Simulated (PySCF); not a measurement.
C₁₀H₁₀ (charge +1 and doublet state).
Z-matrix (Å and degrees, PBE0-D3(BJ)/def2-SVP geometry), rows numbered from 1:
```
C 
C   1  1.3949
C   2  1.4471  1  117.88
C   3  1.3540  2  124.02  1   153.49
C   2  1.4481  1  120.22  3  -178.59
C   5  1.4229  2  120.17  1   146.18
C   6  1.3831  5  120.44  2   179.47
C   7  1.4003  6  119.74  5    -0.12
C   8  1.4051  7  120.68  6     0.78
C   9  1.3804  8  120.00  7     0.35
H   1  1.0936  2  120.48  3     4.41
H   1  1.0923  2  121.91  3  -177.13
H   3  1.0950  2  116.82  1   -20.99
H   4  1.0940  3  121.96  2    -1.51
H   4  1.0933  3  120.67  2  -178.17
H   6  1.0916  5  119.43  2    -4.47
H   7  1.0917  6  120.13  5   178.33
H   8  1.0928  7  119.72  6   179.61
H   9  1.0917  8  119.94  7  -179.54
H  10  1.0917  5  120.10  2    -2.12
```

The hyperfine couplings belong to this conformer and change with its torsions.

Identity: `[CH2+][CH]C(=C)c1ccccc1` [radical] (charge +1).

Level of theory: UKS B3LYP, IGLO-III on C, pcH-1 on H, non-relativistic, mean-field spin-orbit, GIAO in PySCF 2.14.0. Isolated species at its PBE0-D3(BJ)/def2-SVP geometry (one conformer only). The frame is twisted about the C2–C5 bond at this geometry (dihedral C3–C2–C5–C6 = -32°); couplings at other torsion angles weren't computed. The SCF solution wasn't tested for stability.

(1) Where do the isotropic ENDOR lines of H12, H11, H18, H15, H14, H16/H20 and H17/H19 fall at 343.1 mT, to first order?

(2) Which pairs are centred on the nuclear Larmor frequency, and which on half the coupling?

## Answers

(1) ν± = |νn ± a/2|, one line for each electron-spin manifold; νn = |g_N| × 7.62259 MHz/T × B.

```json
{"nuclei": "H12", "isotope": "1H", "g_N": "5.5857", "νn (MHz)": "14.61", "a_iso (MHz)": "-35.05", "lower line (MHz)": "2.92", "upper line (MHz)": "32.13"}
{"nuclei": "H11", "isotope": "1H", "g_N": "5.5857", "νn (MHz)": "14.61", "a_iso (MHz)": "-34.50", "lower line (MHz)": "2.64", "upper line (MHz)": "31.86"}
{"nuclei": "H18", "isotope": "1H", "g_N": "5.5857", "νn (MHz)": "14.61", "a_iso (MHz)": "-11.11", "lower line (MHz)": "9.05", "upper line (MHz)": "20.16"}
{"nuclei": "H15", "isotope": "1H", "g_N": "5.5857", "νn (MHz)": "14.61", "a_iso (MHz)": "-10.32", "lower line (MHz)": "9.45", "upper line (MHz)": "19.77"}
{"nuclei": "H14", "isotope": "1H", "g_N": "5.5857", "νn (MHz)": "14.61", "a_iso (MHz)": "-7.62", "lower line (MHz)": "10.80", "upper line (MHz)": "18.42"}
{"nuclei": "H16/H20", "isotope": "1H", "g_N": "5.5857", "νn (MHz)": "14.61", "a_iso (MHz)": "-2.89", "lower line (MHz)": "13.16", "upper line (MHz)": "16.05"}
{"nuclei": "H17/H19", "isotope": "1H", "g_N": "5.5857", "νn (MHz)": "14.61", "a_iso (MHz)": "1.23", "lower line (MHz)": "13.99", "upper line (MHz)": "15.22"}
```

(2) Centred on νn, since |a| < 2νn: H18, H15, H14, H16/H20 and H17/H19. Centred on |a|/2 and split by 2νn: H12 and H11.

Nuclei that the bonding pattern makes equivalent are averaged, as if the motion that swaps them (rotation, inversion, ring flip) were fast. H14 and H15 aren't averaged: C4 is flat or nearly so (angle sum 360°), and its turn about the short C4–C3 bond (1.35 Å) is taken as slow.

The Mulliken spin populations are largest on C1 (+0.56), C8 (+0.18), C4 (+0.17) and C5 (+0.14). Three atoms exceed +0.15. The angles at C1 add up to 360.0°, so it is planar.

The SMILES draws the unpaired electron on C3; the largest computed Mulliken spin population is on C1 (0.56 against 0.01).
